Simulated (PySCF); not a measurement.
Dipole response of Zn²⁺ (zinc, charge +2)

[Ar] 3d10, closed-shell 1S. Calculation: PySCF 2.14, in aug-cc-pwCVDZ-PP with ECP10MDF; a scalar-relativistic core potential. Coupled (time-dependent) response in atomic units; α is the mean over directions. A double-zeta set is small for polarisabilities.

```json
{"method": "UHF", "mean α (bohr³)": "1.836", "C₆ (like pair)": "4.166", "S(−4)": "1.864"}
{"method": "PBE", "mean α (bohr³)": "2.294", "C₆ (like pair)": "5.037", "S(−4)": "3.955"}
{"method": "PBE0", "mean α (bohr³)": "2.132", "C₆ (like pair)": "4.742", "S(−4)": "3.093"}
{"method": "PW91", "mean α (bohr³)": "2.286", "C₆ (like pair)": "5.023", "S(−4)": "3.903"}
{"method": "B97-3", "mean α (bohr³)": "2.123", "C₆ (like pair)": "4.710", "S(−4)": "3.078"}
```

S(−4) is the Cauchy moment in α(ω) = α(0) + S(−4) ω² + …

α(iu) at B97-3:

| u (hartree) | α(iu) (bohr³) |
| --- | --- |
| 0 | 2.123 |
| 0.0500 | 2.116 |
| 0.100 | 2.093 |
| 0.200 | 2.011 |
| 0.300 | 1.895 |
| 0.500 | 1.637 |
| 0.750 | 1.366 |
| 1.00 | 1.174 |
| 1.50 | 0.9344 |
| 2.00 | 0.7842 |
| 3.00 | 0.5819 |
| 5.00 | 0.3440 |

A single London oscillator, α(iu) = α/(1 + u²/ω²), gives C₆ = (3/4) ω α². Matching the computed C₆ needs ω = 4 × 4.710 / (3 × 2.123²) = 1.39 hartree.

For an ion, C₆ is the dispersion term alone; charge-induced terms of lower order in 1/R come first.

Energies and moments cover only the electrons outside the core potential.
